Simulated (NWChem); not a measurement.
Species: CH₂NO, doublet; SMILES O=[C]N

```xyz
5

N      0.0956     1.0881     0.0000
C     -0.4139    -0.1573     0.0000
O      0.1597    -1.2142     0.0000
H      1.1000     1.2522     0.0000
H     -0.5185     1.8868     0.0000
```
Atoms are numbered in this order, from 1.

Results from NWChem. Pople sets run with spherical d functions. Spin-unrestricted. In the optimisation the excess spin sits in a' (Cs, its own frame). Structure relaxed at the B3LYP/6-31G* (spherical d), spin-unrestricted level. No stability test was run on the SCF state. Atomic charges in e: unrestrained fits to the electrostatic potential beside Mulliken populations; buried atoms are poorly determined by the fit.

Estimate the computed values for UHF/6-31G*. Quantities: ESP N1; Mulliken N1; ESP C2; Mulliken C2; ESP O3; Mulliken O3; relative RMS misfit of the potential (%).

The ESP N1 is -0.54 and the Mulliken N1 comes out as -0.91. The ESP C2 is 0.32 and the Mulliken C2 comes out as 0.61. The ESP O3 is -0.41, the Mulliken O3 comes out as -0.51 and the relative RMS misfit of the potential (%) comes out as 22.
